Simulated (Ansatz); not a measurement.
C2H9NOSi can be A, `C[SiH](N)CO`, or B, `CC(O)N[SiH3]`.

Program: Ansatz. Geometries: PBE0-D4/def2-TZVP. ΔE: electronic, gas phase. CCSD(T)/CBS adds triple-zeta CCSD(T) − MP2 to the extrapolated MP2 energy (def2 sets, frozen cores). Functionals use def2-TZVPP. B3LYP here is the variant with VWN-RPA as its local correlation; programs differ in this. Each species was taken in one conformer, which may not be the lowest.

Question: Which is lower in electronic energy at CCSD(T)/CBS, and by how much? (Best estimate.)

Answer: Computed: A, by 14.6 kcal/mol.

Question: Give E(B) − E(A) in kcal/mol with B3LYP-D4, CCSD(T)/def2-TZVPP, CCSD/def2-TZVPP, PBE-D4, MP2/def2-TZVPP, B3LYP, r2SCAN-D4. (Estimate.)

Answer: Computed: B3LYP-D4 14.6, CCSD(T)/def2-TZVPP 13.7, CCSD/def2-TZVPP 13.4, PBE-D4 15.8, MP2/def2-TZVPP 14.5, B3LYP 14.2, r2SCAN-D4 15.6. None reverses the order clearly.

Largest T1 diagnostic: 0.011.

In def2-TZVPP, CCSD(T) changes the Hartree–Fock value by +3.5 kcal/mol (the triples alone add +0.3 kcal/mol) and MP2 by +4.3 kcal/mol.
